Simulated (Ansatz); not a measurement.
Cartesian coordinates in Å:
```
N -0.130 -1.207 -1.620
Si -0.997 0.277 -1.630
S -1.801 0.690 0.323
Si 0.050 1.080 1.292
N 1.057 -0.325 1.228
H 0.605 -1.291 -0.930
H 0.105 -1.654 -2.493
H -2.164 0.112 -2.548
H 0.833 2.154 0.631
H -0.344 1.511 2.660
H 0.740 -1.155 1.707
H 2.047 -0.191 1.380
```

Charge 0, multiplicity 2.

Task: List the r2SCAN/def2-TZVPP orbital energies in eV (Ansatz 0.2.0). (Best estimate.)

Result: Computed: α occupied: -2408.65, -1791.65, -1791.50, -385.20, -385.03, -213.11, -157.15, -157.12, -157.02, -141.99, -141.82, -96.88, -96.85, -96.82, -96.75, -96.70, -96.66, -22.64, -22.37, -18.56, -13.70, -13.02, -12.79, -12.66, -10.47, -9.92, -9.28, -8.55, -8.07, -7.67, -6.86, -6.49, -4.45. α empty: -0.06, 0.07, 0.15, 0.65, 1.02, 1.71, 2.10, 2.25. β occupied: -2408.63, -1791.65, -1791.42, -385.20, -384.91, -213.10, -157.13, -157.08, -157.00, -141.99, -141.76, -96.88, -96.84, -96.82, -96.65, -96.59, -96.55, -22.63, -22.17, -18.45, -13.62, -12.93, -12.66, -12.57, -10.45, -9.73, -9.19, -8.39, -7.91, -7.20, -6.82, -6.37. β empty: -2.29, 0.08, 0.26, 0.53, 0.90, 1.17, 1.84, 2.16. ⟨S²⟩ = 0.754.
